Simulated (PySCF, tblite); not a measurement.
Isomers of C7H6FO2P, one GFN2-xTB conformer each. Single-point energies are computed at PBE0/pcSseg-1 (PySCF, gas phase, no added dispersion term), electronic only.

Task: Rank them by PBE0/pcSseg-1 energy, lowest first (kJ/mol).
A. `[CH3:1][C:2]1=[C:3]([F:4])[P@@:5]1(=[O:6])[c:7]1[cH:8][cH:9][cH:10][o:11]1` with C3–P5–C7–C8 -152°
B. `[CH3:1][O:2][C:3](=[O:4])[c:5]1[cH:6][cH:7][cH:8][c:9]([F:10])[p:11]1` with C1–O2–C3–O4 0°, O2–C3–C5–C6 180°

Result: B (0.0), A (209.2).

As drawn, the lower has a C=O bond and a C(=O)–O unit, which the higher lacks; the higher has a three-membered ring, a P=O bond and a C=C bond outside aromatic rings, which the lower lacks. GFN2-xTB itself gives, in the same order: 0.0, 125.9. Both levels put the same isomer lowest.

Task: Which frontier levels, dipoles and rotational constants go with these structures?

Result: 
```
                   SMILES  HOMO (eV, PBE0/pcSseg-1)  LUMO (eV)  dipole (D)       A, B, C (MHz)
       COC(=O)c1cccc(F)p1                     -7.42      -2.37        0.52  2023, 640.0, 487.7
CC1=C(F)[P@@]1(=O)c1ccco1                     -7.25      -1.13        4.29  1599, 656.8, 590.9
```

Task: What happens when harmonic zero-point energies from GFN2-xTB frequencies are added?

Result: 
```tsv
SMILES	ZPE (kJ/mol)	electronic (kJ/mol)	with ZPE (kJ/mol)
COC(=O)c1cccc(F)p1	300.2	0.0	0.0
CC1=C(F)[P@@]1(=O)c1ccco1	297.9	209.2	206.9
```

The zero-point energies span 2.3 kJ/mol. The order is unchanged.
